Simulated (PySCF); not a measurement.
C3H7O, charge -1, singlet, geometry from GFN2-xTB; CASSCF(8,9)/6-31G (PySCF).

Input for PySCF:
```python
from pyscf import gto, scf, mcscf
import numpy

mol = gto.M(
    atom='''
O     0.08899710    1.43088420   -0.08118659
C     0.01343825    0.20025079    0.32899196
H     0.01001676    0.09169714    1.48797866
C    -1.29684950   -0.56613889   -0.11540926
C     1.21578017   -0.72282944   -0.12266765
H    -1.33010427   -0.62689202   -1.20297656
H     1.23496983   -0.78685306   -1.21038645
H    -2.16956349   -0.00875399    0.22242518
H     2.15291093   -0.27830859    0.20993858
H    -1.33652727   -1.57585545    0.30207714
H     1.13210721   -1.72980240    0.29494585
''',
    basis='6-31g',
    charge=-1,
    verbose=4,
)

mf = scf.RHF(mol)
mf.kernel()
mc = mcscf.CASSCF(mf, 9, 8)
mc.fix_spin_(ss=0.0)
mc.kernel()
occ = numpy.linalg.eigvalsh(mc.fcisolver.make_rdm1(mc.ci, mc.ncas, mc.nelecas))[::-1]
ss = mc.fcisolver.spin_square(mc.ci, mc.ncas, mc.nelecas)[0]
print('natural occupations', occ.round(4), ' <S^2>', round(ss, 4))
```

Output, abridged:

```
PySCF version 2.14.0

[INPUT] verbose = 4
[INPUT] num. atoms = 11
[INPUT] num. electrons = 34
[INPUT] charge = -1
[INPUT] spin (= nelec alpha-beta = 2S) = 0
[INPUT] symmetry False subgroup None
[INPUT] Mole.unit = angstrom
[INPUT] Symbol           X                Y                Z      unit          X                Y                Z       unit  Magmom
[...]
nuclear repulsion = 125.540148016849
number of shells = 34
number of NR pGTOs = 116
number of NR cGTOs = 50
basis = 6-31g
ecp = {}

******** <class 'pyscf.scf.hf.RHF'> ********
method = RHF
initial guess = minao
damping factor = 0
level_shift factor = 0
DIIS = <class 'pyscf.scf.diis.CDIIS'>
diis_start_cycle = 1
diis_space = 8
diis_damp = 0
SCF conv_tol = 1e-09
SCF conv_tol_grad = None
SCF max_cycles = 50
direct_scf = True
direct_scf_tol = 1e-13
Set gradient conv threshold to 3.16228e-05
Initial guess from minao.
init E= -192.771605844477
[...]
cycle= 1 E= -192.251991775762  delta_E= 0.52  |g|= 0.772  |ddm|= 2.76
[...]
cycle= 2 E= -192.329268066184  delta_E= -0.0773  |g|= 0.56  |ddm|= 2.04
[...]
cycle= 3 E= -192.389892757583  delta_E= -0.0606  |g|= 0.0474  |ddm|= 0.904
[...]
cycle= 4 E= -192.390781409603  delta_E= -0.000889  |g|= 0.0124  |ddm|= 0.0865
[...]
cycle= 5 E= -192.390843216532  delta_E= -6.18e-05  |g|= 0.00436  |ddm|= 0.0255
[...]
cycle= 6 E= -192.390854363892  delta_E= -1.11e-05  |g|= 0.000944  |ddm|= 0.0179
[...]
cycle= 7 E= -192.390855017149  delta_E= -6.53e-07  |g|= 0.00015  |ddm|= 0.00428
[...]
cycle= 8 E= -192.390855030448  delta_E= -1.33e-08  |g|= 4.26e-05  |ddm|= 0.000552
[...]
cycle= 9 E= -192.390855031125  delta_E= -6.77e-10  |g|= 8.65e-06  |ddm|= 9.03e-05
[...]
Extra cycle  E= -192.39085503118  delta_E= -5.47e-11  |g|= 3.78e-06  |ddm|= 3.53e-05
converged SCF energy = -192.39085503118

******** <class 'pyscf.mcscf.mc1step.CASSCF'> ********
CAS (4e+4e, 9o), ncore = 13, nvir = 28
max_cycle_macro = 50
max_cycle_micro = 4
conv_tol = 1e-07
conv_tol_grad = None
orbital rotation max_stepsize = 0.02
orbital rotation threshold for CI restart = 0.01
augmented hessian ah_max_cycle = 30
augmented hessian ah_conv_tol = 1e-12
augmented hessian ah_linear dependence = 1e-14
augmented hessian ah_level shift = 1e-08
augmented hessian ah_start_tol = 2.5
augmented hessian ah_start_cycle = 3
augmented hessian ah_grad_trust_region = 3
kf_trust_region = 3
kf_interval = 4
ci_response_space = 4
ci_grad_trust_region = 3
with_dep4 0
natorb = False
canonicalization = True
sorting_mo_energy = False
ao2mo_level = 2
internal_rotation = False
******** <class 'pyscf.fci.addons.SpinPenaltyFCISolver'> ********
max. cycles = 50
conv_tol = 1e-08
davidson only = True
linear dependence = 1e-12
level shift = 0.001
max iter space = 12
nroots = 1
pspace_size = 400
spin = None
CASCI E = -192.392699699044  S^2 = 0.0000000
Set conv_tol_grad to 0.000316228
macro iter   1 ( 21 JK    4 micro), CASSCF E = -192.410709105310  dE = -1.80094063e-02  S^2 = 0.0000000
               |grad[o]|=0.00668  |grad[c]|=0.0342  |ddm|=0.0266  |maxRot[o]|=0.306
macro iter   2 ( 21 JK    4 micro), CASSCF E = -192.444544168331  dE = -3.38350630e-02  S^2 = 0.0000000
               |grad[o]|=0.0509  |grad[c]|=0.035  |ddm|=0.0757  |maxRot[o]|=0.261
macro iter   3 ( 21 JK    4 micro), CASSCF E = -192.474451288737  dE = -2.99071204e-02  S^2 = 0.0000000
               |grad[o]|=0.0481  |grad[c]|=0.0544  |ddm|=0.034  |maxRot[o]|= 0.28
macro iter   4 ( 21 JK    4 micro), CASSCF E = -192.482487934094  dE = -8.03664536e-03  S^2 = 0.0000000
               |grad[o]|=0.0236  |grad[c]|=0.0269  |ddm|=0.012  |maxRot[o]|=0.149
macro iter   5 ( 21 JK    4 micro), CASSCF E = -192.485348452349  dE = -2.86051826e-03  S^2 = 0.0000000
               |grad[o]|=0.00697  |grad[c]|=0.00635  |ddm|=0.00458  |maxRot[o]|= 0.21
macro iter   6 ( 21 JK    4 micro), CASSCF E = -192.487645928844  dE = -2.29747649e-03  S^2 = 0.0000000
               |grad[o]|=0.00646  |grad[c]|=0.0114  |ddm|=0.00406  |maxRot[o]|=0.188
macro iter   7 ( 12 JK    3 micro), CASSCF E = -192.493794092406  dE = -6.14816356e-03  S^2 = 0.0000000
               |grad[o]|=0.00576  |grad[c]|=0.0243  |ddm|=0.0243  |maxRot[o]|=0.144
macro iter   8 ( 21 JK    4 micro), CASSCF E = -192.501145234658  dE = -7.35114225e-03  S^2 = 0.0000000
               |grad[o]|=0.012  |grad[c]|=0.0262  |ddm|=0.0136  |maxRot[o]|=0.276
macro iter   9 ( 21 JK    4 micro), CASSCF E = -192.504334901099  dE = -3.18966644e-03  S^2 = 0.0000000
               |grad[o]|=0.00952  |grad[c]|=0.0137  |ddm|=0.00671  |maxRot[o]|=0.284
macro iter  10 ( 17 JK    4 micro), CASSCF E = -192.504532099008  dE = -1.97197909e-04  S^2 = 0.0000000
               |grad[o]|=0.00496  |grad[c]|=0.0114  |ddm|=0.00307  |maxRot[o]|=0.0407
macro iter  11 ( 13 JK    4 micro), CASSCF E = -192.504572298929  dE = -4.01999213e-05  S^2 = 0.0000000
               |grad[o]|=0.00318  |grad[c]|=0.00827  |ddm|=0.00173  |maxRot[o]|=0.00855
macro iter  12 ( 13 JK    4 micro), CASSCF E = -192.504594697478  dE = -2.23985487e-05  S^2 = 0.0000000
               |grad[o]|=0.00308  |grad[c]|=0.00755  |ddm|=0.0013  |maxRot[o]|=0.00731
macro iter  13 ( 13 JK    4 micro), CASSCF E = -192.504587820201  dE =  6.87727717e-06  S^2 = 0.0000000
               |grad[o]|=0.00278  |grad[c]|=0.00753  |ddm|=0.0012  |maxRot[o]|=0.00377
macro iter  14 ( 18 JK    4 micro), CASSCF E = -192.504770519259  dE = -1.82699058e-04  S^2 = 0.0000000
               |grad[o]|=0.0029  |grad[c]|=0.00166  |ddm|=0.000861  |maxRot[o]|=0.0262
macro iter  15 ( 14 JK    4 micro), CASSCF E = -192.504799422819  dE = -2.89035606e-05  S^2 = 0.0000000
               |grad[o]|=0.00102  |grad[c]|=0.000729  |ddm|=0.000555  |maxRot[o]|=0.0144
macro iter  16 ( 10 JK    2 micro), CASSCF E = -192.504802075685  dE = -2.65286593e-06  S^2 = 0.0000000
               |grad[o]|=0.000338  |grad[c]|=0.000265  |ddm|=0.000213  |maxRot[o]|=0.00383
macro iter  17 (  4 JK    1 micro), CASSCF E = -192.504802113821  dE = -3.81361929e-08  S^2 = 0.0000000
               |grad[o]|=5.4e-05  |grad[c]|=0.000108  |ddm|=3.37e-05  |maxRot[o]|=0.000428
1-step CASSCF converged in  17 macro (282 JK  62 micro) steps
CASSCF canonicalization
Density matrix diagonal elements [1.98078257 1.97281179 1.97605932 1.97651159 0.01751758 0.01389724
 0.02421446 0.01788172 0.02032374]
CASSCF energy = -192.504802113821
CASCI E = -192.504802113821  E(CI) = -15.6365749983929  S^2 = 0.0000000
natural occupations [1.9813 1.9778 1.9764 1.9724 0.0287 0.0246 0.0219 0.0141 0.0028]  <S^2> 0.0
```
